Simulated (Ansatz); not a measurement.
`CB(F)O[SiH3]` + `C/C=C/S` → `CB(S)O[SiH3]` + `C/C=C\F`  (formal exchange of groups at a B–F bond)

Isolated molecules relaxed with PBE0-D4/def2-TZVP in Ansatz; ΔE leaves out vibrations. CCSD(T)/CBS is the MP2 limit (def2-TZVPP, def2-QZVPP) plus CCSD(T) − MP2 in def2-TZVPP, frozen cores. Double bonds are as drawn, so ΔE can hold a change between cis and trans. DFT in def2-TZVPP. One conformer a species, not always the lowest.

CCSD(T)/CBS gives +115.5 kJ/mol.

(1) Another level gave +102.8 kJ/mol. Which?
A. PBE0/def2-TZVPP
B. HF/def2-TZVPP
C. PBE-D4/def2-TZVPP
D. CCSD/def2-TZVPP

Largest T1 diagnostic among the species: 0.012.

## Answers

(1) C. PBE-D4 102.8, CCSD/def2-TZVPP 116.6, PBE0 109.1, HF/def2-TZVPP 121.6 kJ/mol.

The D4 term adds −4.1 kJ/mol with B3LYP and −2.3 kJ/mol with PBE0; it sums over pairs of atoms, weighted by their polarisabilities, and B3LYP, whose exchange is more repulsive, gets the larger term. From PBE to PBE0 (25 % exact exchange), in def2-TZVPP and without D4, ΔE moves by +3.8 kJ/mol.

B3LYP here is the variant with VWN-RPA as its local correlation; programs differ in this.
